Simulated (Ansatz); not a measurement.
Start from `C#[C][GeH3]` and change one atom or group to get `C#CS`.

Ansatz, PBE0-D4/def2-TZVP geometries, multiplicity 1. Each molecule was computed in one conformer, which needn't be the lowest.

Scalar relativity is left out up to krypton.

| property | `C#[C][GeH3]` |
| --- | --- |
| LUMO energy (PBE/def2-TZVPP) / eV | -0.74 |
| size of the dipole moment (ωB97M-V/def2-TZVPP) / D | 0.03 |
| LUMO energy (PBE0/def2-TZVPP) / eV | 0.21 |
| LUMO energy (B3LYP/def2-TZVPP) / eV | -0.02 |
| HOMO–LUMO gap (PBE0/def2-TZVPP) / eV | 8.39 |
| ideal-gas entropy at 298 K and 1 bar (rigid rotor, harmonic PBE0-D4/def2-TZVP) / J/(mol·K) | 281 |

Problem. Give the same properties after the change, and the shifts. (Best estimate.)

Solution. Ansatz gave: 
```csv
property,`C#CS`,shift
LUMO energy (PBE/def2-TZVPP) / eV,-1.30,-0.56
size of the dipole moment (ωB97M-V/def2-TZVPP) / D,0.81,0.78
LUMO energy (PBE0/def2-TZVPP) / eV,-0.31,-0.52
LUMO energy (B3LYP/def2-TZVPP) / eV,-0.56,-0.54
HOMO–LUMO gap (PBE0/def2-TZVPP) / eV,6.66,-1.73
"ideal-gas entropy at 298 K and 1 bar (rigid rotor, harmonic PBE0-D4/def2-TZVP) / J/(mol·K)",263,-18
```

With PBE0 the HOMO rises by 1.21 eV and the LUMO falls by 0.52 eV, so the gap narrows by about 1.73 eV. PBE moves the HOMO by 1.13 eV and ωB97M-V by 1.34 eV. The zero-point energy changes by -38.3 kJ/mol with -6 modes.

B3LYP here is the variant with VWN-RPA as its local correlation; programs differ in this.
